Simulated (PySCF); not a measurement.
**UHF on O+ (oxygen, charge +1)**

Configuration: [He] 2s2 2p2 3s1, high-spin 4P determinant (an excited configuration). Computed with PySCF 2.14 in aug-cc-pCVTZ-DK, with the spin-free X2C one-electron Hamiltonian (Gaussian nucleus).

```json
{
 "Total energy": "-73.587565 hartree",
 "One-electron energy": "-95.1057 hartree",
 "Hartree (Coulomb) energy": "29.0268 hartree",
 "Exchange energy": "-7.5086 hartree",
 "⟨S²⟩": "3.7541",
 "⟨L²⟩": "2.011",
 "Sum of ⟨r⟩": "7.876 bohr",
 "Sum of ⟨r²⟩": "18.20 bohr²",
 "Traceless quadrupole moment −½Σ⟨3z² − r²⟩ along its main axis": "0.320 e·bohr²",
 "Langevin diamagnetic susceptibility": "-14.4 ×10⁻⁶ cm³/mol"
}
```

```csv
shell,electrons,mean orbital energy (hartree),"rms radius, mean of both spins (bohr)"
1s α,1,-21.98849,0.230
1s β,1,-21.87578,0.230
2s α,1,-2.36253,1.13
2s β,1,-1.96348,1.13
2p α,2,-1.72244,1.11
3s α,1,-0.43426,3.62
```

The outer electron is Rydberg-like, and this basis confines it to a smaller radius and binds it less than a complete one would.

Spin-orbit constants ζ (cm⁻¹) from the X2C one-electron operator on these orbitals: bare nucleus, nucleus screened by l(l+1)(2l+1)/3 electrons, and screened by the Breit-Pauli mean field of the electrons.

```tsv
shell	bare	screened nucleus	mean field
2p	326.7	245.0	212.4
```

To first order the Landé constant is A = 70.81 cm⁻¹, so the lowest level has J = 1/2 and lies 0.0219 eV below the centre of the term. This holds in LS coupling only.
